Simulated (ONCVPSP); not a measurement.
## Building the ONCV potential for Ir (Z = 77) (PBE, scalar-relativistic).

Input for ONCVPSP 4.0.1:

```
# ATOM AND REFERENCE CONFIGURATION
# atsym  z   nc   nv     iexc    psfile
  Ir 77.00   10    4        4      upf
#
#   n    l    f
    1    0    2.00
    2    0    2.00
    2    1    6.00
    3    0    2.00
    3    1    6.00
    3    2   10.00
    4    0    2.00
    4    1    6.00
    4    2   10.00
    4    3   14.00
    5    0    2.00
    5    1    6.00
    5    2    7.00
    6    0    1.00
#
# PSEUDOPOTENTIAL AND OPTIMIZATION
# lmax
    2
#
#   l,   rc,      ep,       ncon, nbas, qcut
    0    1.60    0.00    4    8    9.80
    1    1.90    0.00    4    8    7.80
    2    2.30    0.00    4    8    8.30
#
# LOCAL POTENTIAL
# lloc, lpopt,  rc(5),   dvloc0
    4    5    1.10    6.00
#
# VANDERBILT-KLEINMAN-BYLANDER PROJECTORs
# l, nproj, debl
    0    2    1.00
    1    2    3.70
    2    1    1.60
#
# MODEL CORE CHARGE
# icmod, fcfact, rcfact
    1    0.15    0.00
#
# LOG DERIVATIVE ANALYSIS
# epsh1, epsh2, depsh
   -5.00    5.00    0.04
#
# OUTPUT GRID
# rlmax, drl
    6.00    0.01
#
# TEST CONFIGURATIONS
# ncnf
    4
# nvcnf
#   n    l    f
    4
    5    0    2.00
    5    1    6.00
    5    2    7.00
    6    0    2.00
#
    4
    5    0    2.00
    5    1    6.00
    5    2    7.00
    6    0    0.00
#
    4
    5    0    2.00
    5    1    6.00
    5    2    6.00
    6    0    0.00
#
    5
    5    0    2.00
    5    1    6.00
    5    2    7.00
    6    0    0.00
    6    1    1.00
#
```

Command:

```bash
oncvpsp.x < Ir.dat > Ir.out
```

The program printed (shortened: citation, most of the input echo, consistency checks and plot data are left out):

```
ONCVPSP  (Optimized Norm-Conservinng Vanderbilt PSeudopotential)
scalar-relativistic version 4.0.1

#   n    l    f        energy (Ha)
    1    0    2.00    -2.7983547E+03
    2    0    2.00    -4.8977016E+02
    2    1    6.00    -4.2546599E+02
    3    0    2.00    -1.1478754E+02
    3    1    6.00    -9.5988298E+01
    3    2   10.00    -7.5314831E+01
    4    0    2.00    -2.4728278E+01
    4    1    6.00    -1.8564026E+01
    4    2   10.00    -1.0998383E+01
    4    3   14.00    -2.5903142E+00
    5    0    2.00    -3.9065502E+00
    5    1    6.00    -2.3169069E+00
    5    2    7.00    -5.6312981E-01
    6    0    1.00    -4.9856597E-01

Reference configufation results
  iterations    26
  all-electron total energy (Ha)   -1.78271865D+04

Begin loop to  construct optimized pseudo wave functions
and semi-local pseudopoentials for all angular momenta

Calculating optimized projector #   1

 for l=   0

    Fraction of norm inside rc  0.959654
    Optimizing pswf for qcut=   9.80 a_B^-1,  ecut=  48.06 Ha
    Residual kinetic energy error=  3.92D-08 Ha

    Energy error per electron        Cutoff
         Ha          eV             Ha
         0.01000     0.27211       22.64
         0.00100     0.02721       28.90
         0.00010     0.00272       34.06
         0.00001     0.00027       38.36

Calculating optimized projector #   2

 for l=   0

    Fraction of norm inside rc  0.083355
    Optimizing pswf for qcut=   9.80 a_B^-1,  ecut=  48.06 Ha
    Residual kinetic energy error=  2.12D-08 Ha

    Energy error per electron        Cutoff
         Ha          eV             Ha
         0.01000     0.27211       19.52
         0.00100     0.02721       27.22
         0.00010     0.00272       33.29
         0.00001     0.00027       38.28

   Wellstate for l =  1  n =  7
     eigenvalue =   1.3831
     asymptotic potential =   1.8831
     half-point radius =  3.3947

Calculating optimized projector #   1

 for l=   1

    Fraction of norm inside rc  0.959498
    Optimizing pswf for qcut=   7.80 a_B^-1,  ecut=  30.45 Ha
    Residual kinetic energy error=  2.74D-08 Ha

    Energy error per electron        Cutoff
         Ha          eV             Ha
         0.01000     0.27211       11.15
         0.00100     0.02721       14.13
         0.00010     0.00272       16.51
         0.00001     0.00027       18.85

Calculating optimized projector #   2

 for l=   1

    Fraction of norm inside rc  0.136913
    Optimizing pswf for qcut=   7.80 a_B^-1,  ecut=  30.45 Ha
    Residual kinetic energy error=  1.04D-06 Ha

    Energy error per electron        Cutoff
         Ha          eV             Ha
         0.01000     0.27211        9.87
         0.00100     0.02721       13.00
         0.00010     0.00272       21.65
         0.00001     0.00027       26.55

Calculating optimized projector #   1

 for l=   2

    Fraction of norm inside rc  0.835341
    Optimizing pswf for qcut=   8.30 a_B^-1,  ecut=  34.48 Ha
    Residual kinetic energy error=  2.65D-09 Ha

    Energy error per electron        Cutoff
         Ha          eV             Ha
         0.01000     0.27211       13.99
         0.00100     0.02721       18.38
         0.00010     0.00272       21.97
         0.00001     0.00027       25.23

Construct Vanderbilt / Kleinmman-Bylander projectors

B matrix Hermiticity error, ll=   0
   1   2    6.0080E-04

  Orthonormal projector coefficients  1.3763E+01  1.0835E+00

B matrix Hermiticity error, ll=   1
   1   2   -5.4338E-04

  Orthonormal projector coefficients  5.8425E+00  1.1320E+00

Model core correction analysis
  based on d2Exc/dn_idn_j

d2excae - all-electron derivatives

   -2.963216D-02   -2.558119D-02   -1.275649D-02   -1.900711D-03
   -2.558272D-02   -2.521091D-02   -1.605678D-02   -2.572373D-03
   -1.278526D-02   -1.614923D-02   -1.700530D-02   -6.245790D-03
   -1.977226D-03   -2.862540D-03   -7.095057D-03   -6.779818D-03

d2excps - pseudofunction derivatives with no core correction

   -4.441451D-02   -3.604270D-02   -1.591897D-02   -3.338106D-03
   -3.604506D-02   -3.161731D-02   -1.779389D-02   -3.701356D-03
   -1.594857D-02   -1.788768D-02   -1.791290D-02   -6.545011D-03
   -3.415826D-03   -3.995501D-03   -7.406073D-03   -6.982248D-03

rms 2nd derivative error    5.658269E-03

Polynomial model core charge

d2excps - pseudofunction derivatives with core correction

   -2.961065D-02   -2.544759D-02   -1.315646D-02   -2.025953D-03
   -2.544917D-02   -2.402387D-02   -1.574239D-02   -2.780622D-03
   -1.318523D-02   -1.583479D-02   -1.719340D-02   -6.302423D-03
   -2.102431D-03   -3.070703D-03   -7.151754D-03   -6.799457D-03

rms 2nd derivative error    3.642732E-04

Pseudoatom total energy -105.919578

Diagnostic tests using Vanderbilt-Kleinman-Bylander pseudopotentials
  1 or more projectors used as specified by nproj input data

   l    rcore       rmatch      e in        delta e   norm test  slope test

   0   1.6065241   1.6553017  -3.9065502   0.0000080   1.0002590   1.0002442
   0   1.6065241   1.6553017  -0.4985660   0.0000072   1.0000535   1.0000405

   1   1.9108592   1.9688771  -2.3169069   0.0000017   1.0001825   1.0001784
   1   1.9108592   1.9688771   1.3830931   0.0000351   1.0002068   1.0002068

   2   2.3002026   2.3700418  -0.5631298  -0.0000011   0.9999977   1.0000051

 Testing for bound ghosts
   n   l    E NL Schr. Eq   E Basis Diag.   E Cutoff

   1   0       -3.906542       -3.906535    102.62
   2   0       -0.498559       -0.463475    102.62

   2   1       -2.316905       -2.316891     83.53

   3   2       -0.563131       -0.562992     48.94

 Testing for highly-localized positive-energy ghosts
       l    <radius>/rc     E Basis Diag.   E Cutoff

       0        0.925313       11.079926    102.62  WARNING - GHOST(+)

Test configuration 0

   n   l     f        eae           eps        diff
   1   0  2.0000-2798.35470907
   2   0  2.0000 -489.77016094
   2   1  6.0000 -425.46599407
   3   0  2.0000 -114.78754322
   3   1  6.0000  -95.98829847
   3   2 10.0000  -75.31483082
   4   0  2.0000  -24.72827796
   4   1  6.0000  -18.56402584
   4   2 10.0000  -10.99838306
   4   3 14.0000   -2.59031417
   5   0  2.0000   -3.90655020   -3.90654224    7.96D-06
   5   1  6.0000   -2.31690693   -2.31690520    1.73D-06
   5   2  7.0000   -0.56312981   -0.56313089   -1.08D-06
   6   0  1.0000   -0.49856597   -0.49855878    7.19D-06

    Total energies and differences
      AE_ref= -1.78271865D+04  AE_tst= -1.78271865D+04  dif=  0.00D+00
      PS_ref= -1.05919578D+02  PS_tst= -1.05919578D+02  dif= -4.26D-13
      PSP excitation error=  4.26D-13

Test configuration 1

   n   l     f        eae           eps        diff
   1   0  2.0000-2798.04809588
   2   0  2.0000 -489.46589911
   2   1  6.0000 -425.16167727
   3   0  2.0000 -114.48286607
   3   1  6.0000  -95.68361679
   3   2 10.0000  -75.01033426
   4   0  2.0000  -24.42333224
   4   1  6.0000  -18.25911217
   4   2 10.0000  -10.69358011
   4   3 14.0000   -2.28550074
   5   0  2.0000   -3.60091853   -3.60040561    5.13D-04
   5   1  6.0000   -2.01014307   -2.00997759    1.65D-04
   5   2  7.0000   -0.26266829   -0.26273805   -6.98D-05
   6   0  2.0000   -0.23267220   -0.23261967    5.25D-05

    Total energies and differences
      AE_ref= -1.78271865D+04  AE_tst= -1.78275495D+04  dif= -3.63D-01
      PS_ref= -1.05919578D+02  PS_tst= -1.06282753D+02  dif= -3.63D-01
      PSP excitation error=  9.91D-05

Test configuration 2

   n   l     f        eae           eps        diff
   1   0  2.0000-2798.70196854
   2   0  2.0000 -490.11424978
   2   1  6.0000 -425.81016652
   3   0  2.0000 -115.13187023
   3   1  6.0000  -96.33263159
   3   2 10.0000  -75.65896240
   4   0  2.0000  -25.07279106
   4   1  6.0000  -18.90848291
   4   2 10.0000  -11.34267453
   4   3 14.0000   -2.93449682
   5   0  2.0000   -4.25079574   -4.25155789   -7.62D-04
   5   1  6.0000   -2.66153524   -2.66186697   -3.32D-04
   5   2  7.0000   -0.89701874   -0.89695753    6.12D-05

    Total energies and differences
      AE_ref= -1.78271865D+04  AE_tst= -1.78265445D+04  dif=  6.42D-01
      PS_ref= -1.05919578D+02  PS_tst= -1.05277345D+02  dif=  6.42D-01
      PSP excitation error= -2.62D-04

Test configuration 3

   n   l     f        eae           eps        diff
   1   0  2.0000-2799.22383653
   2   0  2.0000 -490.63795303
   2   1  6.0000 -426.33388224
   3   0  2.0000 -115.65307094
   3   1  6.0000  -96.85382859
   3   2 10.0000  -76.18063118
   4   0  2.0000  -25.59267880
   4   1  6.0000  -19.42831770
   4   2 10.0000  -11.86248919
   4   3 14.0000   -3.45341320
   5   0  2.0000   -4.76140101   -4.76200637   -6.05D-04
   5   1  6.0000   -3.16226565   -3.16292436   -6.59D-04
   5   2  6.0000   -1.35549971   -1.35548922    1.05D-05

    Total energies and differences
      AE_ref= -1.78271865D+04  AE_tst= -1.78254221D+04  dif=  1.76D+00
      PS_ref= -1.05919578D+02  PS_tst= -1.04154805D+02  dif=  1.76D+00
      PSP excitation error= -4.25D-04

Test configuration 4

   n   l     f        eae           eps        diff
   1   0  2.0000-2798.41621124
   2   0  2.0000 -489.83049392
   2   1  6.0000 -425.52628210
   3   0  2.0000 -114.84830485
   3   1  6.0000  -96.04905201
   3   2 10.0000  -75.37548751
   4   0  2.0000  -24.78925857
   4   1  6.0000  -18.62497091
   4   2 10.0000  -11.05924460
   4   3 14.0000   -2.65115986
   5   0  2.0000   -3.96769516   -3.96781322   -1.18D-04
   5   1  6.0000   -2.37802698   -2.37796709    5.99D-05
   5   2  7.0000   -0.61840507   -0.61833860    6.65D-05
   6   1  1.0000   -0.29525067   -0.29531040   -5.97D-05

    Total energies and differences
      AE_ref= -1.78271865D+04  AE_tst= -1.78269486D+04  dif=  2.38D-01
      PS_ref= -1.05919578D+02  PS_tst= -1.05681768D+02  dif=  2.38D-01
      PSP excitation error=  7.22D-06
```

The run took about 5.1 s on one core of a shared server CPU.
